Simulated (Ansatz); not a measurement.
Stepwise reaction of `N[SiH2][Si](N)(Cl)Cl` with hydrogen chloride, as a gas-phase model of exchange steps in deposition or etching. ΔE in kJ/mol.

Computed with Ansatz on PBE0-D4/def2-TZVP structures; ΔE is electronic, products minus reactants. CCSD(T)/CBS adds triple-zeta CCSD(T) − MP2 to the extrapolated MP2 energy (def2 sets, frozen cores). This one scheme is used for every species. Functionals use def2-TZVPP. B3LYP here is the variant with VWN-RPA as its local correlation; programs differ in this. Each species was taken in one conformer, which may not be the lowest.

| step | reaction | PBE-D4 | B3LYP-D4 | ωB97M-V | CCSD(T)/CBS |
| --- | --- | --- | --- | --- | --- |
| 2 | `N[SiH](Cl)[Si](N)(Cl)Cl` + HCl → `N[Si](Cl)(Cl)[Si](N)(Cl)Cl` + H₂ | -78.1 | -77.6 | -77.8 | -76.7 |

**Question.** Give the row of step 1, `N[SiH2][Si](N)(Cl)Cl` + HCl → `N[SiH](Cl)[Si](N)(Cl)Cl` + H₂. (Estimate.)

**Answer.** The calculation gave: 
```csv
step,reaction,PBE-D4,B3LYP-D4,ωB97M-V,CCSD(T)/CBS
1,`N[SiH2][Si](N)(Cl)Cl` + HCl → `N[SiH](Cl)[Si](N)(Cl)Cl` + H₂,-100.0,-99.4,-99.1,-98.0
```

**Question.** By hand: ΔE of the 2 steps together at CCSD(T)/CBS.

**Answer.** (-98.0) + (-76.7) = -174.7 kJ/mol, or -87.3 kJ/mol a step.

In ΔE each step is higher than the one before. All are downhill at CCSD(T)/CBS. PBE-D4 differs from CCSD(T)/CBS by -2.0 to -1.4 kJ/mol a step. Isolated molecules leave out the surface, adducts and barriers. Largest T1 diagnostic: 0.010.
